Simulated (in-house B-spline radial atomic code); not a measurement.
Whole-atom quantities along the 62-electron series, configuration 1s2 2s2 2p6 3s2 3p6 3d10 4s2 4p6 4d10 4f5/2(6) 4f7/2(6) 5s2 5p1/2(2). Breit and QED terms are first order and not part of the total energy; the density at the nucleus is averaged over the nuclear charge. Computed with a B-spline radial code for spherical atoms: Dirac-Hartree-Fock, jj configuration that fills j = l - 1/2 first, finite nuclei.

| ion | Z | E/Z² (Eh) | Σ<r²> (bohr²) | n(0)/Z³ (bohr⁻³) | Lamb diamagnetic shielding (ppm) | repulsion over attraction | Breit energy (eV) | self-energy (eV) | vacuum polarisation (eV) |
| --- | --- | --- | --- | --- | --- | --- | --- | --- | --- |
| Yb8+ | 70 | -2.8673 | 19.274 | 2.7715 | 8773.14 | 0.14286 | 378.11 | 308.45 | -52.508 |
| Lu9+ | 71 | -2.8862 | 17.828 | 2.8692 | 8958.83 | 0.14151 | 397.16 | 325.45 | -56.192 |
| Hf10+ | 72 | -2.9049 | 16.573 | 2.9862 | 9146.1 | 0.14012 | 416.92 | 343.23 | -60.12 |
